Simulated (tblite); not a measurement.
Compound: C5H6NO3 (doublet state).
Cartesian coordinates in Å at the GFN2-xTB level; atoms count from 1:
```xyz
15
C5H6NO3 angstrom
C     -1.8495    1.2283   -0.5341
N     -1.5819    0.3761    0.3130
C     -0.6239   -0.6826    0.2520
C      0.1254   -0.7873   -1.0822
O      0.9929    0.3166   -1.2853
C      1.5193    1.0186   -0.2763
O      2.2151    1.9587   -0.5033
O      1.2626    0.6681    0.9909
C      0.4473   -0.4450    1.3196
H     -2.5775    2.0017   -0.3586
H     -1.1506   -1.6191    0.4647
H      0.7113   -1.7141   -1.1092
H     -0.5711   -0.7716   -1.9247
H      1.0778   -1.3365    1.4253
H     -0.0016   -0.2040    2.2865
```

Calculated harmonic vibrations of the isolated species, GFN2-xTB (tblite), most abundant isotopes, no scaling. The method is semi-empirical: single wavenumbers can be off by several per cent or more. One conformer, not necessarily the lowest. Open shells enter through the occupations alone, without spin polarisation, and single modes of such species can be off by tens of per cent.

Harmonic wavenumbers (cm⁻¹): 48.3, 79.6, 105.9, 184.4, 254.9, 344.5, 399.5, 478.9, 539.5, 579.4, 681.8, 696.7, 788.3, 833.4, 902.8, 913.6, 935.4, 977.3, 1029.8, 1096.4, 1098.4, 1131.3, 1139.3, 1188.7, 1214.5, 1230.7, 1277.9, 1312.8, 1316.2, 1444.7, 1457.9, 1802.4, 1887.7, 2913.4, 2918.6, 2939.3, 2972.0, 2976.9, 3046.8.

A = 2682, B = 1541, C = 1432 MHz; mass 128.035 u (most abundant isotopes); point group C1, symmetry number 1; spin multiplicity 2.

Task: What is the zero-point energy?

Result: Half the sum of the wavenumbers: 23570 cm⁻¹ = 67.39 kcal/mol.

Task: Give the ideal-gas entropy at 200 K and 1 bar in the rigid-rotor, harmonic-oscillator model (classical rotation).

Result: Translation 38.50, rotation 27.20, vibration 14.51, spin (R ln 2) 1.38: S = 81.6 cal/(mol K).

Task: And Cp and H(200 K) − H(0)?

Result: Cp = 23.14 cal/(mol K), of which vibrations give 15.19 (their classical limit is 39 R = 77.5); H(200 K) − H(0) = 3.14 kcal/mol without the zero-point energy, 1.55 from vibrations.

Task: How do the functions run with temperature in this model?

Result: 
```json
{"T (K)": "150", "S (cal/(mol K))": "75.5", "Cp (cal/(mol K))": "19.4", "H − H(0) (kcal/mol)": "2.08", "G − H(0) (kcal/mol)": "-9.25", "ln q(vib)": "2.43"}
{"T (K)": "250", "S (cal/(mol K))": "87.2", "Cp (cal/(mol K))": "27.3", "H − H(0) (kcal/mol)": "4.40", "G − H(0) (kcal/mol)": "-17.40", "ln q(vib)": "4.38"}
{"T (K)": "298.15", "S (cal/(mol K))": "92.4", "Cp (cal/(mol K))": "31.5", "H − H(0) (kcal/mol)": "5.81", "G − H(0) (kcal/mol)": "-21.72", "ln q(vib)": "5.32"}
{"T (K)": "400", "S (cal/(mol K))": "102.8", "Cp (cal/(mol K))": "40.0", "H − H(0) (kcal/mol)": "9.46", "G − H(0) (kcal/mol)": "-31.67", "ln q(vib)": "7.32"}
{"T (K)": "600", "S (cal/(mol K))": "121.7", "Cp (cal/(mol K))": "52.8", "H − H(0) (kcal/mol)": "18.84", "G − H(0) (kcal/mol)": "-54.16", "ln q(vib)": "11.28"}
{"T (K)": "900", "S (cal/(mol K))": "145.5", "Cp (cal/(mol K))": "64.3", "H − H(0) (kcal/mol)": "36.57", "G − H(0) (kcal/mol)": "-94.35", "ln q(vib)": "16.99"}
```

q(vib) and H(0) count from the zero-point level.

Task: Which modes carry the vibrational entropy at 200 K?

Result: 48.3 cm⁻¹: 4.10; 79.6 cm⁻¹: 3.12; 105.9 cm⁻¹: 2.58; 184.4 cm⁻¹: 1.57; 254.9 cm⁻¹: 1.04; 344.5 cm⁻¹: 0.63 cal/(mol K); the other 33 give 1.49 together.

Task: Blend soft modes into free rotors: weight 1/[1 + (100 cm⁻¹/ν̃)⁴] for the oscillator and the rest for a rotor with moment μB/(μ + B), μ = h/(8π²ν), B = 10⁻⁴⁴ kg m². What vibrational entropy results?

Result: 13.30 cal/(mol K) in place of 14.51, which changes −T·S at 200 K by +0.24 kcal/mol.

Hindered rotation and anharmonicity are outside this model. Other conformers, if any are populated, would add a mixing term that is left out. The structure is chiral; the term R ln 2 for an equal mix with its mirror image is left out.
